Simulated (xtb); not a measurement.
Te(SH)(SiH3) (H4SSiTe), SMILES S[Te][SiH3]. All values are semi-empirical tight-binding results from xtb (GFN2-xTB unless named), good for trends rather than for accurate numbers. Geometry optimised at GFN2-xTB. The values are those of a single conformer.

Optimised geometry:

```xyz
7

Te     0.0557     0.1532     0.6464
S     -1.6819     0.6770    -0.9337
H     -1.3126     1.9183    -1.2138
Si     1.4399    -1.1754    -0.9784
H      2.6132    -1.5306    -0.1942
H      1.8171    -0.3637    -2.1325
H      0.7362    -2.3688    -1.4348
```
Charge 0, spin multiplicity 1.

| Quantity | Value |
|---|---|
| orbital gap | 3.17 eV |
| zero-point energy | 20.5 kcal/mol |
| G − E(el) at 298.15 K (modified RRHO) | 0.2 kcal/mol |
| static polarisability (D4 model) | 90.4 bohr³ |
| solvation energy, GFN2-xTB/ALPB(water) | -1.3 kcal/mol |
| solvation energy, GFN2-xTB/ALPB(hexane) | -4.7 kcal/mol |

Computed atomic charges and the Wiberg bond orders between heavy atoms:
charges (e) Te1 0.03, S2 -0.36, H3 0.15, Si4 0.43, H5 -0.11, H6 -0.07, H7 -0.07. Bond orders Te1–S2 1.05, Te1–Si4 0.96.
